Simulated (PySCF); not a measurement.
Si (silicon, neutral) across methods

[Ne] 3s2 3p2, high-spin 3P determinant. Computed with PySCF 2.14 in x2c-QZVPPall with one added diffuse shell each of s, p, d, f type (10s7p5d3f1g, 86 functions), with scalar relativity by spin-free X2C-1e.

```csv
method,E (hartree),mean ε 3s α (eV),mean ε 3s β (eV),mean ε 3p α (eV),Σ⟨r²⟩ (bohr²),⟨S²⟩
B97-3,-289.9551,-12.845,-10.813,-5.497,31.57,2.005
BP86,-290.0202,-11.337,-9.918,-4.641,31.89,2.004
LDA,-288.8221,-11.338,-9.919,-4.563,32.09,2.002
PBE0,-289.8687,-12.840,-10.755,-5.619,31.75,2.006
PBE,-289.8454,-11.269,-9.741,-4.598,32.00,2.004
UHF,-289.46334,-16.914,-12.646,-8.189,32.10,2.015
M06-2X,-289.9743,-13.951,-11.849,-6.238,31.78,2.003
M06-L,-289.9698,-11.622,-9.679,-4.569,30.97,2.006
```

Task: Estimate the same row for r2SCAN.

Result: E (hartree) = -289.9601; mean ε 3s α (eV) = -11.717; mean ε 3s β (eV) = -9.803; mean ε 3p α (eV) = -4.900; Σ⟨r²⟩ (bohr²) = 31.66; ⟨S²⟩ = 2.010.
